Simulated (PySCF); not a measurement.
## Correlation energy of Bi⁺ (bismuth, charge +1)

[Xe] 4f14 5d10 6s2 6p2, high-spin 3P determinant. All numbers are calculated (PySCF 2.14, scalar relativity by spin-free X2C-1e, in x2c-QZVPPall). Frozen: [Kr] 4d10 4f14; 22 electrons correlated.

MP2 pair energies summed by pair of shells (mhartree):

| pair | energy | share (%) |
| --- | --- | --- |
| 5d-5d | -273.28 | 42.5 |
| 5p-5d | -101.05 | 15.7 |
| 5d-6s | -88.77 | 13.8 |
| 5d-6p | -46.67 | 7.3 |
| 5p-5p | -33.50 | 5.2 |
| 6s-6p | -25.51 | 4.0 |
| 5s-5d | -21.50 | 3.3 |
| 5s-5p | -15.43 | 2.4 |
| 6s-6s | -12.24 | 1.9 |
| 5p-6s | -11.56 | 1.8 |
| 5p-6p | -5.10 | 0.8 |
| 6p-6p | -3.86 | 0.6 |
| 5s-5s | -3.03 | 0.5 |
| 5s-6s | -1.27 | 0.2 |
| 5s-6p | -0.58 | 0.1 |

Total MP2 correlation energy: -643.34 mhartree.

Same-spin part -226.43 and opposite-spin part -416.92 mhartree; SCS-MP2 scales them by 1/3 and 6/5 to -575.78 mhartree.

This basis was not built for core-valence correlation, so the inner-shell part is incomplete.

Spin-orbit coupling is strong in this species, so the high-spin LS determinant is a model state.
